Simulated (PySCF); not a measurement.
Species: 2-chloroaniline, C6H6ClN.
Numbering: `[NH2:1][c:2]1[cH:3][cH:4][cH:5][cH:6][c:7]1[Cl:8]`

Structure used (GFN2-xTB), in Å, numbered top down from 1:
```xyz
14
C6H6ClN angstrom
N      2.252   -0.329   -0.024
C      0.891   -0.158   -0.025
C      0.022   -1.247   -0.126
C     -1.346   -1.077   -0.058
C     -1.890    0.185    0.110
C     -1.051    1.282    0.209
C      0.317    1.107    0.141
Cl     1.358    2.498    0.256
H      2.606   -1.181   -0.424
H      2.804    0.498   -0.186
H      0.443   -2.234   -0.257
H     -1.992   -1.938   -0.139
H     -2.959    0.319    0.164
H     -1.455    2.274    0.337
```

NICS is the negative of the GIAO shielding at a point without a nucleus: at the ring centre (0) and 1 Å above and below it (1); zz is the component along the ring normal. Level: GIAO PBE0/pcSseg-1 (PySCF, non-relativistic, gas phase) on the GFN2-xTB geometry, one conformer.

Ring bond lengths (Å), with Mayer bond orders in brackets: C2–C3 1.397 (1.33), C3–C4 1.380 (1.48), C4–C5 1.385 (1.42), C5–C6 1.385 (1.44), C6–C7 1.380 (1.42), C7–C2 1.400 (1.23).

Problem. What do the NICS probes read (ppm)?

Solution. 
```tsv
ring	type	NICS(0)	NICS(1), two faces	NICS(1)zz, two faces	rms pucker (Å)	centre to ring atoms, mean (Å)
C2–C3–C4–C5–C6–C7	6-membered carbocycle; formal bonds all aromatic	-8.9	-10.2 / -10.1	-24.2 / -24.0	0.00	1.39
```

Problem. What do they say, and how far can they be read as aromaticity?

Solution. 
- C2–C3–C4–C5–C6–C7: mean NICS(1)zz -24.1 ppm, shielded, aromatic by this magnetic criterion (flat ring, no four-coordinate atom).

Problem. How equal are the bonds by HOMA? HOMA = 1 − mean of α(R − Ropt)² over the ring bonds, with Krygowski's 1993 parameters (CC: Ropt 1.388 Å, α 257.7 Å⁻²).

Solution. 
- C2–C3–C4–C5–C6–C7: HOMA 0.98 = 1 − EN − GEO, with mean bond length 1.388 Å, EN = α(Ropt − mean)² = 0.000 and GEO = α × variance = 0.015. The geometric and the magnetic index point the same way.

Problem. What field does 7.05 T along the ring normal induce along that normal at the second NICS(1) probe listed for ring C2–C3–C4–C5–C6–C7, 1 Å off the ring?

Solution. NICSzz × B0 = -24.0 ppm × 7.05 T = -169 μT, against the applied field.

Problem. What are the shieldings of the ring atoms and their hydrogens in the same run (means over atoms taken as equivalent)?

Solution. 
```tsv
atoms	environment	σ isotropic (ppm)
C2	aromatic carbon bearing nitrogen	38.6
C3	aromatic CH carbon	69.4
C4	aromatic CH carbon	53.6
C5	aromatic CH carbon	64.8
C6	aromatic CH carbon	51.2
C7	aromatic C–Cl carbon	60.4
H11	aromatic hydrogen	24.91
H12	aromatic hydrogen	24.42
H13	aromatic hydrogen	24.88
H14	aromatic hydrogen	24.20
```

On one thread of an x86-64 server, no GPU, on a shared host, this took 28 s of wall time. This is the whole shielding run at PBE0/pcSseg-1, SCF included.
